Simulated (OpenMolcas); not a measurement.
## A ladder of methods for C2H6Cd (dimethylcadmium)

C2H6Cd: 9 atoms, total charge 0, spin state singlet. As SMILES, `[CH3][Cd][CH3]`. Geometry: relaxed at PBE0-D4/def2-TZVP.

Quantity: the HOMO–LUMO gap, in eV. The values are calculated.

| level | kind | program | value (eV) | CPU time |
| --- | --- | --- | --- | --- |
| SVWN5/def2-SVP (core potential) | LDA | OpenMolcas | 5.10 | 24 s |
| PBE/def2-SVP (core potential) | GGA | OpenMolcas | 5.06 | 36 s |
| revPBE/def2-SVP (core potential) | GGA | OpenMolcas | 5.07 | 34 s |
| TPSS/def2-SVP (core potential) | meta-GGA | OpenMolcas | 5.23 | 47 s |
| r2SCAN/def2-SVP (core potential) | meta-GGA | OpenMolcas | 5.62 | 44 s |
| BHLYP/def2-SVP (core potential) | global hybrid | OpenMolcas | 8.32 | 31 s |
| M06-2X/def2-SVP (core potential) | hybrid meta-GGA | OpenMolcas | 8.17 | 39 s |
| B2PLYP/def2-SVP (core potential) | double hybrid | OpenMolcas | 8.46 | 22 s |

The values span 5.06 to 8.46 eV. Orbital gaps aren't excitation energies, and those of double hybrids come from the SCF part alone; they tend to grow with the share of exact exchange. Times are those of the runs behind each value, whatever else they computed, on shared processors of several kinds: orders of magnitude only.
